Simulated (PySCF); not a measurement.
C2HO2 (SMILES O=[C-]C=O), charge -1, singlet, geometry from GFN2-xTB (in this run its highest filled SCF level lies above zero, so its values depend strongly on the basis, on diffuse functions most of all); BHANDHLYP/6-31G* (PySCF).

Here is a job for PySCF.
```python
from pyscf import gto, scf, dft

mol = gto.M(
    atom='''
C     0.317138    0.547825   -0.195408
C    -0.035997   -0.708691    0.061981
O     0.812366    1.629497    0.083593
O    -1.139686   -1.345816    0.023272
H     0.931714   -1.304253   -0.054351
''',
    basis='6-31g*',
    charge=-1,
    spin=0,
    verbose=4,
)

mf = dft.RKS(mol)
mf.xc = 'bhandhlyp'
mf.kernel()
```

The log (banner, timings and long lists left out):

```
PySCF version 2.14.0

[INPUT] verbose = 4
[INPUT] num. atoms = 5
[INPUT] num. electrons = 30
[INPUT] charge = -1
[INPUT] spin (= nelec alpha-beta = 2S) = 0
[INPUT] symmetry False subgroup None
[INPUT] Mole.unit = angstrom
[INPUT] Symbol           X                Y                Z      unit          X                Y                Z       unit  Magmom
[INPUT]  1 C      0.317138000000   0.547825000000  -0.195408000000 AA    0.599303963692   1.035239214190  -0.369267602549 Bohr   0.0
[INPUT]  2 C     -0.035997000000  -0.708691000000   0.061981000000 AA   -0.068024471306  -1.339231896944   0.117127114927 Bohr   0.0
[INPUT]  3 O      0.812366000000   1.629497000000   0.083593000000 AA    1.535149252908   3.079303050800   0.157967875931 Bohr   0.0
[INPUT]  4 O     -1.139686000000  -1.345816000000   0.023272000000 AA   -2.153694408001  -2.543223654058   0.043977706371 Bohr   0.0
[INPUT]  5 H      0.931714000000  -1.304253000000  -0.054351000000 AA    1.760684286423  -2.464680967142  -0.102708504596 Bohr   0.0

nuclear repulsion = 93.2289710330419
number of shells = 26
number of NR pGTOs = 112
number of NR cGTOs = 58
basis = 6-31g*
ecp = {}

******** <class 'pyscf.dft.rks.RKS'> ********
method = RKS
initial guess = minao
damping factor = 0
level_shift factor = 0
DIIS = <class 'pyscf.scf.diis.CDIIS'>
diis_start_cycle = 1
diis_space = 8
diis_damp = 0
SCF conv_tol = 1e-09
SCF conv_tol_grad = None
SCF max_cycles = 50
direct_scf = True
direct_scf_tol = 1e-13
XC library pyscf.dft.libxc version 7.1.2
    S. Lehtola, C. Steigemann, M. J. T. Oliveira, and M. A. L. Marques,  SoftwareX 7, 1–5 (2018)
XC functionals = bhandhlyp
    A. D. Becke,  J. Chem. Phys. 98, 1372 (1993)
    Defined through Gaussian implementation.
radial grids:
    Treutler-Ahlrichs [JCP 102, 346 (1995); DOI:10.1063/1.469408] (M4) radial grids

becke partition: Becke, JCP 88, 2547 (1988); DOI:10.1063/1.454033
pruning grids: <function nwchem_prune>
grids dens level: 3
symmetrized grids: False
atomic radii adjust function: <function treutler_atomic_radii_adjust>
small_rho_cutoff = 0
Set gradient conv threshold to 3.16228e-05
Initial guess from minao.
tot grids = 66208
init E= -227.565571234521
  HOMO = -0.21052116624176  LUMO = -0.0773742132066846  gap/eV = 3.62311
cycle= 1 E= -226.841994714035  delta_E= 0.724  |g|= 1.03  |ddm|= 2.54
  HOMO = 0.131368250080774  LUMO = 0.222284612611143  gap/eV = 2.47396
cycle= 2 E= -226.479388179229  delta_E= 0.363  |g|=  1.7  |ddm|= 2.89
  HOMO = 0.0393851696416099  LUMO = 0.263521909551249  gap/eV = 6.09907
cycle= 3 E= -227.052494443255  delta_E= -0.573  |g|= 0.133  |ddm|=    2
  HOMO = 0.0171523051163458  LUMO = 0.237514284080796  gap/eV = 5.99635
cycle= 4 E= -227.055161102702  delta_E= -0.00267  |g|= 0.0902  |ddm|= 0.209
  HOMO = 0.0157859217711773  LUMO = 0.244956690858452  gap/eV = 6.23605
cycle= 5 E= -227.056707705902  delta_E= -0.00155  |g|= 0.0249  |ddm|= 0.0915
  HOMO = 0.0189463771502876  LUMO = 0.248091450721633  gap/eV = 6.23536
cycle= 6 E= -227.05686296725  delta_E= -0.000155  |g|= 0.00503  |ddm|= 0.0292
  HOMO = 0.0185680221668569  LUMO = 0.248405262754865  gap/eV = 6.25419
cycle= 7 E= -227.056875468873  delta_E= -1.25e-05  |g|= 0.00174  |ddm|= 0.0107
  HOMO = 0.0184087424201196  LUMO = 0.248215826816343  gap/eV = 6.25337
cycle= 8 E= -227.056878023707  delta_E= -2.55e-06  |g|= 0.00111  |ddm|= 0.0051
  HOMO = 0.0184500031818731  LUMO = 0.248352431428974  gap/eV = 6.25596
cycle= 9 E= -227.056879273288  delta_E= -1.25e-06  |g|= 0.000367  |ddm|= 0.00404
  HOMO = 0.0184447710315383  LUMO = 0.248361393063834  gap/eV = 6.25635
cycle= 10 E= -227.056879720442  delta_E= -4.47e-07  |g|= 0.000165  |ddm|= 0.0031
  HOMO = 0.018439268514618  LUMO = 0.248362633988304  gap/eV = 6.25653
cycle= 11 E= -227.05687982723  delta_E= -1.07e-07  |g|= 5.4e-05  |ddm|= 0.00199
  HOMO = 0.0184393479592346  LUMO = 0.248353759765701  gap/eV = 6.25629
cycle= 12 E= -227.056879831346  delta_E= -4.12e-09  |g|= 3.58e-05  |ddm|= 0.000317
  HOMO = 0.0184367065200703  LUMO = 0.24835534708054  gap/eV = 6.25640
cycle= 13 E= -227.056879832283  delta_E= -9.37e-10  |g|= 1.12e-05  |ddm|= 0.000193
  HOMO = 0.0184379528347272  LUMO = 0.248355508329664  gap/eV = 6.25638
Extra cycle  E= -227.056879832283  delta_E= -4.55e-13  |g|= 1.35e-05  |ddm|= 2.83e-05
converged SCF energy = -227.056879832283
```
